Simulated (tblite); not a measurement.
Cl2Sb (SMILES [Cl][Sb][Cl]), doublet, geometry from GFN2-xTB (the spin is typed, not shown lowest); tblite with GFN1-xTB.

The tblite input:
```
$ tblite run mol.xyz --method gfn1 --charge 0 --spin 1 --spin-polarized --json tblite.json --no-restart

# file mol.xyz
3

Sb     0.40500205    -0.02305416     0.49689672
Cl     0.72554758     0.35536175    -1.81698212
Cl    -1.94055374    -0.28619928     0.32629196
```

Output, abridged:

```
xTB calculator
 | screened Coulomb repulsion
 | Coulomb electrostatics
 |  * isotropic Klopman-Ohno-Mataga-Nishimoto electrostatics
 |  * onsite third-order electrostatics
 | DFT-D3(BJ) dispersion correction
 | Interactions (1)
 | [1] spin polarization

halogen bonding energy    0.0000000000000E+00 Eh
repulsion energy          5.7833605395416E-03 Eh
dispersion energy        -1.2420142857179E-03 Eh
interaction energy        0.0000000000000E+00 Eh
number of electrons       1.9000000000000E+01 e
integral cutoff           4.0000000000000E+01 bohr

------------------------------------------------------------
  cycle        total energy    energy error   density error
------------------------------------------------------------
      1     -10.97189695320  -1.0976438E+01   4.2919940E-01
      2     -11.04849031019  -7.6593357E-02   1.8163833E-01
      3     -11.07291149103  -2.4421181E-02   1.4701759E-01
      4     -11.07998422395  -7.0727329E-03   2.3489796E-02
      5     -11.07992970447   5.4519478E-05   2.0402742E-02
      6     -11.08067616029  -7.4645583E-04   1.1013575E-03
      7     -11.08067612213   3.8168013E-08   2.6134816E-04
      8     -11.08067621249  -9.0364637E-08   1.7362664E-05
------------------------------------------------------------

electronic energy        -1.1085217558745E+01 Eh
total energy             -1.1080676212492E+01 Eh

Post processing:
 | Mayer-Wiberg bond orders

[Info] JSON dump of results written to 'tblite.json'
```
